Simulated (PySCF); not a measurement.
These are PySCF 2.14.0 with B3LYP-D3(BJ)/def2-TZVP // TPSS-D3(BJ)/def2-SVP values and carry that method's errors. Gas-phase values, no solvent. B3LYP has the VWN-RPA correlation part, as in Gaussian. 

Reference species: [Zr(Cl)4] (neutral, multiplicity 1).

* **HOMO**: -9.43 eV
* **mean distance from the central atom to its bonded neighbours**: 2.337 Å
* **LUMO**: -3.00 eV
* **charge on the central atom (Mulliken)**: 1.32 e

After one change: the HOMO decreases by 0.11 eV; the mean distance from the central atom to its bonded neighbours falls by 0.189 Å; the LUMO falls by 0.69 eV; the charge on the central atom (Mulliken) increases by 0.15 e.

Task: Name the change that produced these shifts. The new species is one of these.
A. [Nb(=O)(Cl)3]
B. [V(=O)(Cl)3]
C. [Cr(=O)2(Cl)2]
D. [Hf(Cl)4]

Result: A, [Nb(=O)(Cl)3]
